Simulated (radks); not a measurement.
Valence configurations of Gd IV (all share [Xe]). All-electron calculation, Dirac Kohn-Sham, PBE, spin-unpolarised, spherical densities, finite nucleus; open shells fill j = l - 1/2 first; Fermi nuclear charge, rms radius 5.1569 fm. Program: a radial shooting solver on a logarithmic mesh with Libxc functionals. Energies are relative to 4f7; eigenvalues in eV.

4f7: E (eV) 0.000; e(4f5/2) -33.900; e(4f7/2) -33.141
4f6.5 5d0.5: E (eV) 4.720; e(4f5/2) -37.318; e(4f7/2) -36.531; e(5d3/2) -25.843
4f6.5 6s0.5: E (eV) 6.199; e(4f5/2) -38.899; e(4f7/2) -38.111; e(6s1/2) -23.773
4f6 5d1: E (eV) 10.721; e(4f5/2) -40.924; e(5d3/2) -26.762
4f6 6s1: E (eV) 14.396; e(4f5/2) -44.206; e(6s1/2) -24.893
4f6 6p1: E (eV) 19.466; e(4f5/2) -45.142; e(6p1/2) -20.345
4f5 6p2: E (eV) 49.244; e(4f5/2) -57.490; e(6p1/2) -22.535
4f3 6s2 6p2: E (eV) 129.07; e(4f5/2) -83.045; e(6p1/2) -25.654; e(6s1/2) -32.049

NIST lists [Xe] 4f7 as the ground configuration; this level of theory agrees among the configurations tried. The energies are those of spherical spin-averaged densities, not of single terms.
